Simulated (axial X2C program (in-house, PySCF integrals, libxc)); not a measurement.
**Which functional? An output for SbBr⁻**

An SCF output computed with an axial X2C code built on PySCF integrals for SbBr⁻ at 2.651 Å, two-component, state Ω = 3/2, Sb dyall-acv3z [12s13p9d5f1g], Br dyall-acv3z [9s10p7d5f1g] (cores contracted in-house), without its first line:

```
basis functions 258  fitting functions 1345  grid points 5802
iter        total energy     max residual
   1      -9078.957388329     4.19e-01
   2      -9078.989431225     5.24e-03
   3      -9078.990487883     2.39e-03
   4      -9078.990708040     8.62e-04
   5      -9078.990807230     4.10e-04
   6      -9078.990885434     4.06e-04
   7      -9078.990963813     4.10e-04
   8      -9078.991064475     4.01e-04
   9      -9078.991201746     3.79e-04
  10      -9078.991419331     2.92e-04
  11      -9078.991518851     1.80e-04
  12      -9078.991547305     1.02e-04
  13      -9078.991558556     5.53e-05
  14      -9078.991559211     2.99e-05
  15      -9078.991560434     1.21e-05
  16      -9078.991560555     7.07e-06
  17      -9078.991560572     3.41e-06
  18      -9078.991560577     1.79e-06
  19      -9078.991560578     9.68e-07
converged
one-electron -13243.80035482  Coulomb 4073.91580986  exact exchange -260.65011174  xc functional 0.00000000  nuclear repulsion 356.31132459  atomic mean-field constant -4.76822847
```

Task: Which level of theory produced it?
A. PBE0
B. BP86
C. HF

Result: C. The exact-exchange term against the functional term shows a share of 1 of exact exchange.
